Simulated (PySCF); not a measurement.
trans-1,3,3,3-tetrafluoropropene (C3H2F4), SMILES F/C=C/C(F)(F)F. Heavy atoms are numbered as in [F:1]/[CH:2]=[CH:3]/[C:4]([F:5])([F:6])[F:7]. Hydrogens are named by the atom that carries them.

Geometry: ωB97X-D3(BJ)/def2-SVP.

Level of theory: PySCF with PBE/pcSseg-1.

GIAO shieldings, no solvent; atoms alike by connectivity are averaged. δ = σ(ref) − σ: ¹⁹F against CFCl3 (σ = 133.6 ppm); ¹³C against TMS (σ = 182.0 ppm); ¹H against TMS (σ = 31.49 ppm), references at their B3LYP-D3(BJ)/def2-TZVP geometries, non-relativistic.

| atoms | nucleus | count | δ (ppm) |
|---|---|---|---|
| F5 | ¹⁹F | 3 | -100.3 |
| F1 | ¹⁹F | 1 | -125.7 |
| C2 (CH) | ¹³C | 1 | (withheld) |
| C4 | ¹³C | 1 | (withheld) |
| C3 (CH) | ¹³C | 1 | (withheld) |
| H on C2 | ¹H | 1 | 7.62 |
| H on C3 | ¹H | 1 | 5.79 |

Q: What belongs in the gaps? (Estimate from the structure and the level; the computed values follow.)

A: 
- C2 (CH), δ (ppm): 167.8
- C4, δ (ppm): 137.1
- C3 (CH), δ (ppm): 110.9
